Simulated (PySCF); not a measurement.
BeH₂O₂, SMILES [OH][Be][OH]. Atoms are numbered in the order given.

```xyz
5

Be     0.0000     0.0000    -0.0010
O      0.0808    -1.4256    -0.0523
H     -0.4460    -2.0658     0.4206
O     -0.0808     1.4256    -0.0523
H      0.4460     2.0658     0.4206
```

The structure is a stationary point at B3LYP-D3(BJ)/def2-TZVP. One conformer was computed; it need not be the lowest.

Calculation: HF/def2-TZVPD in PySCF.

* **total energy**: -165.72339 hartree
* **point group**: C2
* **highest occupied level**: -13.36 eV
* **lowest empty level**: 0.98 eV
* **orbital gap**: 14.34 eV
* **dipole moment**: 1.76 D
* **quadrupole, principal values (traceless, Buckingham form, about the centre of nuclear charge)**: -7.38, 0.27, 7.12 D·Å
* **mean static polarisability**: 20.0 bohr³ (2.97 Å³)
* **polarisability, principal values**: 18.2, 18.2, 23.6 bohr³
